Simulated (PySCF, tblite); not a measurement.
Bond stretch in SMILES [AlH3] (H₃Al). The Al1–H4 bond (Al1 also carries H, H; H4 carries nothing else) is pulled apart rigidly from the PBE0/def2-TZVP optimised geometry. Each curve is given relative to its own lowest point near equilibrium.

```csv
R / Å,A,B,C,D
1.20,1.972,1.935,1.579,1.905
1.27,1.234,1.197,0.835,1.169
1.34,0.716,0.682,0.393,0.657
1.42,0.330,0.302,0.124,0.283
1.49,0.129,0.109,0.021,0.097
1.53,0.060,0.045,0.000,0.037
1.59,0.005,0.000,0.004,0.000
1.65,0.000,0.005,0.041,0.014
1.69,0.019,0.032,0.079,0.047
1.73,0.052,0.074,0.125,0.096
1.84,0.202,0.250,0.281,0.293
1.95,0.410,0.490,0.463,0.555
2.13,0.812,0.953,0.805,1.061
2.39,1.414,1.807,1.354,1.848
2.59,1.834,2.330,1.795,2.443
2.84,2.271,2.688,2.346,3.141
3.16,2.672,2.904,3.013,3.942
3.45,2.897,2.991,3.542,4.574
3.86,3.060,3.040,4.119,5.324
4.24,3.124,3.056,4.472,5.889
4.78,3.155,3.064,4.746,6.509
5.52,3.165,3.068,4.869,7.078
```

Energies in eV.

Question: Which curve belongs to which method? The methods are GFN2-xTB, 300 K electronic temperature (tblite 0.5.0); SC-NEVPT2 on CASSCF(2,2)/6-31G, all electrons correlated run with PySCF 2.14.0; RHF/6-31G (PySCF 2.14.0); MP2 on UHF/6-31G, 5 core orbitals frozen run with PySCF 2.14.0.

Answer: A is NEVPT2; B is UMP2; C is GFN2-xTB; D is RHF.

The unrestricted determinant behind UMP2 is spin-contaminated at 2.39 to 5.52 Å (<S²> up to 1.0, against 0.00 for a pure singlet). The restricted form behind RHF keeps the bonding electrons paired and can't separate into open-shell fragments.
